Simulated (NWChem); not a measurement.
CuNH₄; SMILES [NH3]->[CuH]

```xyz
6

Cu     0.0000     0.0000    -0.4372
H      0.0000     0.0000    -1.9272
N      0.0000     0.0000     1.4325
H     -0.8987    -0.2933     1.8288
H      0.1953     0.9250     1.8288
H      0.7034    -0.6317     1.8288
```
Atoms are numbered in this order, from 1.

Results from NWChem. Pople sets run with spherical d functions. The geometry was optimised at B3LYP/6-31G* (spherical d). GIAO values for the isolated, static molecule; σ is the absolute isotropic shielding, δ = σ(reference) − σ with the isolated reference molecule computed at the same levels (1H: tetramethylsilane, 15N: ammonia).

For level Hartree-Fock/6-31G*:

| Quantity | Result |
|---|---|
| σ Cu1 (ppm) | 946.8 |
| δ H2 (ppm) | -1.30 |
| δ N3 (ppm) | -14.0 |
| δ H4 (ppm) | 1.48 |

Q: What are these values for level PBE0/pcSseg-1?

A: 
| Quantity | Value |
|---|---|
| σ Cu1 (ppm) | 1022.2 |
| δ H2 (ppm) | -0.94 |
| δ N3 (ppm) | 9.3 |
| δ H4 (ppm) | 1.60 |
